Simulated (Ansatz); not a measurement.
`F/C(Cl)=C\C(F)F`, relaxed with RKS PBE-D4/def2-SVP in the Gaussian-basis code of Ansatz from a rough embedded geometry. The force threshold is 0.03 eV/Å; the program also tests the step.

The species carries charge 0 and has multiplicity 1.

Start:

```xyz
9

F     1.665   -0.256    1.144
C     0.496   -0.869    0.916
Cl    0.122   -2.337    1.784
C    -0.387   -0.336    0.007
C    -0.152    0.866   -0.787
F     0.824    1.634   -0.255
F    -1.308    1.591   -0.795
H    -1.336   -0.911   -0.183
H     0.076    0.619   -1.831
```

```json
{"step": "1", "energy (eV)": "-23786.6812", "largest force (eV/Å)": "2.310", "largest move (Å)": "0.000"}
{"step": "2", "energy (eV)": "-23786.8363", "largest force (eV/Å)": "0.794", "largest move (Å)": "0.076"}
{"step": "3", "energy (eV)": "-23786.8582", "largest force (eV/Å)": "0.091", "largest move (Å)": "0.039"}
{"step": "4", "energy (eV)": "-23786.8585", "largest force (eV/Å)": "0.036", "largest move (Å)": "0.006"}
{"step": "5", "energy (eV)": "-23786.8586", "largest force (eV/Å)": "0.033", "largest move (Å)": "0.001"}
{"step": "6", "energy (eV)": "-23786.8586", "largest force (eV/Å)": "0.027", "largest move (Å)": "0.004"}
```

End:

```xyz
9

F     1.657   -0.348    1.211
C     0.479   -0.878    0.909
Cl    0.168   -2.330    1.798
C    -0.384   -0.359    0.018
C    -0.170    0.883   -0.800
F     0.821    1.671   -0.297
F    -1.335    1.609   -0.815
H    -1.323   -0.899   -0.163
H     0.086    0.649   -1.862
```

Run time 7 s (4 threads of an Arm Neoverse V2 on a shared host); peak host memory 0.15 GiB.
